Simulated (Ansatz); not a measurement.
**Molecular dynamics of H7N3Si**

The input (input.yaml):

```yaml
crystal:
  periodic: [false, false, false]
  atoms:
    - { symbol: Si, position_ang: [-0.009516, -0.02049, -0.060564] }
    - { symbol: H, position_ang: [0.028182, -0.242159, 1.422117] }
    - { symbol: "N", position_ang: [1.65959, 0.148102, -0.484661] }
    - { symbol: H, position_ang: [2.362458, -0.381031, 0.017562] }
    - { symbol: H, position_ang: [1.933833, 0.300203, -1.448905] }
    - { symbol: "N", position_ang: [-0.748491, 1.388322, -0.723808] }
    - { symbol: H, position_ang: [-1.757425, 1.47468, -0.715095] }
    - { symbol: H, position_ang: [-0.290707, 2.287027, -0.632547] }
    - { symbol: "N", position_ang: [-1.000557, -1.31715, -0.635399] }
    - { symbol: H, position_ang: [-0.978884, -2.215209, -0.167435] }
    - { symbol: H, position_ang: [-1.192683, -1.422295, -1.625363] }
basis:
  gaussian: { orbitals: def2-SVP }
hamiltonian:
  xc: pbe0
  dispersion: d4
md:
  timestep: 0.5
  n_steps: 128
  ensemble: nvt_langevin
  temperature: 200.0
  initial_velocities: maxwell_boltzmann
  seed: 827882
  friction: 0.02
```

Command:

```bash
$ ansatz run input.yaml --threads 2 --pin off --max-ram 3072MiB --backend cpu --events-out ev --progress --plain --runs-dir out
```

It starts from a relaxed structure.

Output, in part (step lines, the closing report, with atoms numbered from 0):

```
md step     0: t =     0.00 fs  T =   181.8 K  F+E_penalty+E_count = -12449.76003259 eV  E_kin = 0.258520 eV  (24 SCF iters)
md step     1: t =     0.50 fs  T =   193.5 K  F+E_penalty+E_count = -12449.74752951 eV  E_kin = 0.275137 eV  (24 SCF iters)
md step     2: t =     1.00 fs  T =   183.8 K  F+E_penalty+E_count = -12449.71394856 eV  E_kin = 0.261280 eV  (25 SCF iters)
md step     3: t =     1.50 fs  T =   159.4 K  F+E_penalty+E_count = -12449.67243778 eV  E_kin = 0.226697 eV  (25 SCF iters)
md step     4: t =     2.00 fs  T =   133.7 K  F+E_penalty+E_count = -12449.63877275 eV  E_kin = 0.190063 eV  (26 SCF iters)
md step     5: t =     2.50 fs  T =   129.9 K  F+E_penalty+E_count = -12449.62250640 eV  E_kin = 0.184673 eV  (25 SCF iters)
md step     6: t =     3.00 fs  T =   120.6 K  F+E_penalty+E_count = -12449.62413087 eV  E_kin = 0.171471 eV  (25 SCF iters)
md step     7: t =     3.50 fs  T =   118.9 K  F+E_penalty+E_count = -12449.63478120 eV  E_kin = 0.169078 eV  (26 SCF iters)
[... lines left out ...]
Total energy: -12449.60962581 eV, -457.5147151001 hartree
Atom 0 at     0.055008    -0.137645    -0.074603 Å, force    -0.748488     0.163514     0.195100 eV/Å
Atom 1 at     0.179856    -0.655842     1.359402 Å, force     0.120041     0.461278    -0.383232 eV/Å
Atom 2 at     1.669792     0.163466    -0.622714 Å, force    -0.398121    -0.166367     0.751127 eV/Å
Atom 3 at     2.375362    -0.476075    -0.276007 Å, force     0.153397     0.079966    -0.173914 eV/Å
Atom 4 at     1.827338     0.460916    -1.568100 Å, force     0.190701     0.063142    -0.443033 eV/Å
Atom 5 at    -0.814110     1.323220    -0.535768 Å, force     0.490045     0.219070     0.637009 eV/Å
Atom 6 at    -1.811609     1.453241    -0.302874 Å, force     0.840662    -0.200667    -0.158947 eV/Å
Atom 7 at    -0.274105     2.186189    -0.372432 Å, force    -0.541353    -0.405436    -0.118141 eV/Å
Atom 8 at    -0.936527    -1.364425    -0.747424 Å, force     0.096853    -0.242338     0.550947 eV/Å
Atom 9 at    -1.160509    -2.272499    -0.382327 Å, force     0.216185    -0.235252     0.451344 eV/Å
Atom 10 at    -1.243520    -1.312948    -1.684127 Å, force    -0.419922     0.263090    -1.308261 eV/Å
Dipole moment:    -0.003272    -0.083826    -0.172694 e Å
```

The steps, from the saved trajectory:

| time (fs) | T (K) | potential energy less start (eV) |
| --- | --- | --- |
| 0 | 182 | 0.000 |
| 2 | 134 | 0.121 |
| 4 | 127 | 0.111 |
| 6 | 103 | 0.127 |
| 8 | 104 | 0.165 |
| 10 | 147 | 0.128 |
| 12 | 83 | 0.169 |
| 14 | 99 | 0.145 |
| 16 | 71 | 0.179 |
| 18 | 114 | 0.124 |
| 20 | 115 | 0.153 |
| 22 | 126 | 0.141 |
| 24 | 130 | 0.132 |
| 26 | 94 | 0.190 |
| 28 | 126 | 0.162 |
| 30 | 109 | 0.184 |
| 32 | 127 | 0.190 |
| 34 | 144 | 0.224 |
| 36 | 134 | 0.255 |
| 38 | 162 | 0.208 |
| 40 | 180 | 0.211 |
| 42 | 223 | 0.154 |
| 44 | 231 | 0.178 |
| 46 | 238 | 0.189 |
| 48 | 180 | 0.242 |
| 50 | 181 | 0.232 |
| 52 | 265 | 0.155 |
| 54 | 232 | 0.181 |
| 56 | 204 | 0.199 |
| 58 | 131 | 0.296 |
| 60 | 151 | 0.206 |
| 62 | 133 | 0.188 |
| 64 | 193 | 0.150 |

The run went to its last step. A run of 0.064 ps of so small a system gives no equilibrium averages.

The same pairs are bonded in the first frame and the last. Pairs count as bonded within 1.25 times the sum of covalent radii (0.12 Å more for H–H).

Last frame:

```xyz
11
Properties=species:S:1:pos:R:3
Si 0.055 -0.138 -0.075
H 0.180 -0.656 1.359
N 1.670 0.164 -0.623
H 2.375 -0.476 -0.276
H 1.827 0.461 -1.568
N -0.814 1.323 -0.536
H -1.812 1.453 -0.303
H -0.274 2.186 -0.372
N -0.936 -1.364 -0.747
H -1.161 -2.272 -0.382
H -1.244 -1.313 -1.684
```

The run took 3.9 min on 2 threads of Arm Neoverse V1, on a shared host, peak memory 0.19 GiB.
